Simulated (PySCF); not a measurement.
**How methods differ on the ionisation energy of Ne⁺**

Ne⁺ [He] 2s2 2p5 (2P) → Ne²⁺ [He] 2s2 2p4 (3P), as a difference of total energies. Calculation: PySCF 2.14, in def2-SVP (3s2p1d, 14 functions); the non-relativistic Hamiltonian (point nucleus). Correlated levels: valence: 1s2 frozen. The calculations carry no spin-orbit coupling.

```
           method  ionisation energy (eV)  error (eV)
              UHF                  39.547      -1.416
              PBE                  41.370      +0.407
            B3LYP                  41.530      +0.567
    MP2 (valence)                  40.658      -0.305
SCS-MP2 (valence)                  40.604      -0.359
   CCSD (valence)                  40.600      -0.363
CCSD(T) (valence)                  40.611      -0.352
```

Reference: 40.963 eV (measured; NIST Atomic Spectra Database, ionization energies).

Errors of the correlated levels include the incompleteness of this basis and the frozen core.
